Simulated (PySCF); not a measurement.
**Deuteron quadrupole couplings in `[SiH3]C[C@]12C=C[C@@H]3[C@H](C=C1)[C@@H]32`**

C9H12Si.
Structure used (GFN2-xTB), in Å, numbered top down from 1:
```xyz
22
C9H12Si angstrom
Si     2.8350   -0.0846   -0.2767
C      1.4439   -0.9741    0.6694
C      0.0928   -0.3070    0.5086
C     -0.0255    1.1332    0.9551
C     -0.8447    1.8197    0.1555
C     -1.2879    0.9911   -0.9615
C     -2.0009   -0.3659   -0.6622
C     -2.2034   -0.7736    0.7249
C     -1.0414   -0.8083    1.3805
C     -0.5214   -0.2956   -0.8958
H      4.0763   -0.8369   -0.0739
H      2.5325   -0.0370   -1.7082
H      2.9926    1.2778    0.2328
H      1.6940   -1.0077    1.7325
H      1.3623   -2.0119    0.3371
H      0.4122    1.4774    1.8758
H     -1.1683    2.8369    0.2926
H     -1.5707    1.4561   -1.8948
H     -2.6968   -0.6902   -1.4223
H     -3.1741   -0.9965    1.1323
H     -0.8985   -1.0336    2.4230
H     -0.0187   -0.7500   -1.7338
```

Level: PBE0/pcSseg-1 (PySCF, non-relativistic); Q(2H) = 0.00286 b; rigid geometry, the same for H and D, with no vibrational averaging.

Task: Rank these positions by the coupling χzz of a deuteron there, largest first.
A. H14 (methylene hydrogen)
B. H18 (methine hydrogen)
C. H16 (vinylic hydrogen)
D. H11 (Si–H hydrogen)

Result: C (229 kHz), B (221 kHz), A (208 kHz), D (109 kHz).

Task: Give the electric field gradient Vzz (the principal value of largest size), its asymmetry and the 2H coupling at each hydrogen.

Result: 
```
atom  bonded to  bond length (Å)  Vzz (au)     η  χzz (kHz)
 H11        Si1            1.465    0.1621  0.00        109
 H12        Si1            1.464    0.1636  0.02        110
 H13        Si1            1.463    0.1640  0.02        110
 H14         C2            1.093    0.3095  0.03        208
 H15         C2            1.093    0.3086  0.03        207
 H16         C4            1.076    0.3404  0.06        229
 H17         C5            1.076    0.3395  0.06        228
 H18         C6            1.080    0.3292  0.08        221
 H19         C7            1.080    0.3291  0.08        221
 H20         C8            1.076    0.3399  0.06        228
 H21         C9            1.076    0.3401  0.06        229
 H22        C10            1.078    0.3358  0.09        226
```

Task: Average by the element that carries the hydrogen.

Result: on Si: 110 kHz over 3 positions, mean bond length 1.464 Å; on C: 222 kHz over 9 positions, mean bond length 1.081 Å.

Task: Give the 2H NMR doublet splittings at H11 for a magnetic field along the z, y and x axes of the gradient: 3χ/2, 3χ(1 + η)/4, 3χ(1 − η)/4.

Result: With |χ| = 108.9 kHz and η = 0.003: 163, 82 and 81 kHz, to first order and without motion.

Isolated species at its GFN2-xTB geometry (one conformer only). GFN2-xTB bond lengths can be off by several hundredths of an ångström, more for odd bonds, and the gradients follow them. A larger basis could move these couplings by a tenth or more.
